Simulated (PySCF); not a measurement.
# How methods differ on the ionisation energy of Nb⁺

Nb⁺ [Kr] 4d4 (5D) → Nb²⁺ [Kr] 4d3 (4F), as a difference of total energies. Computed with PySCF 2.14 in ANO-RCC-VTZP (7s6p4d2f1g, 68 functions), with the spin-free X2C one-electron Hamiltonian (Gaussian nucleus). Correlated levels: valence: [Kr] frozen. The calculations carry no spin-orbit coupling.

| method | ionisation energy (eV) |
| --- | --- |
| UHF | 13.096 |
| MP2 (valence) | 13.637 |
| SCS-MP2 (valence) | 13.276 |
| CCSD (valence) | 13.714 |
| CCSD(T) (valence) | 13.727 |

How much does correlation contribute at CCSD(T) (valence)?

13.727 − (13.096) = 0.631 eV, measured against UHF.

A first-order spin-orbit estimate (lowest level to lowest level, LS coupling) adds -0.053 eV.

Errors of the correlated levels include the incompleteness of this basis and the frozen core.

For comparison: 14.32 eV (semi-empirical (NIST evaluation); NIST Atomic Spectra Database, ionization energies).
